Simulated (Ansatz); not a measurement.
Basis-set extrapolation for C2H5AlClF, SMILES `[F][AlH][CH2]CCl` (PBE0-D4/def2-TZVP geometry, frozen core, Ansatz 0.2.0). Multiplicity 1, RHF reference.

```csv
,def2-TZVPP,def2-QZVPP
HF,-879.676706,-879.705553
MP2 correlation,-0.865213,-0.937759
CCSD(T) correlation,-0.942832,not run
```

Energies in hartree. Use E(X) = E(∞) + A·exp(−7.88·√X) for Hartree–Fock and E(X) = E(∞) + B·X^(−2.97) for correlation, with X = 3 and 4, and add CCSD(T) minus MP2 of the smaller set to the MP2 limit.

Task: What is the CCSD(T) energy at the basis-set limit?

Result: HF limit: -879.705553 + (-0.028847) × 0.13774 = -879.70953. MP2 limit: -0.937759 + (-0.072546) × 0.74074 = -0.99150. Higher-order term: -0.942832 − (-0.865213) = -0.07762. Total: -880.77865 hartree, 4.33 eV below CCSD(T)/def2-TZVPP.
